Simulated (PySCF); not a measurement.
H4GeS2, singlet, geometry from GFN2-xTB.

The PySCF input:
```python
from pyscf import gto, scf, dft

mol = gto.M(
    atom='''
Ge   -0.613902   -0.081533    0.024702
S     0.424091    1.773485    0.647009
S     0.819157   -1.608367   -0.697035
H    -1.387958   -0.562756    1.231661
H    -1.579412    0.168656   -1.112259
H     1.117264    1.880457   -0.480253
H     1.603018   -1.519174    0.370793
''',
    basis='def2-sv(p)',
    charge=0,
    spin=0,
    verbose=4,
    max_memory=1800,
)

mf = dft.RKS(mol)
mf.xc = 'pbe'
mf = mf.density_fit(auxbasis='def2-universal-jkfit')
mf.kernel()
```

**Question.** Give the Mulliken (on the basis functions themselves) charges in atom order at the level DF-PBE/def2-SV(P) (PySCF).

**Answer.** Ge1 0.17, S2 -0.29, S3 -0.29, H4 0.03, H5 0.03, H6 0.17, H7 0.17

**Question.** Predict the number of basis functions from DF-PBE/def2-SV(P).

**Answer.** 76
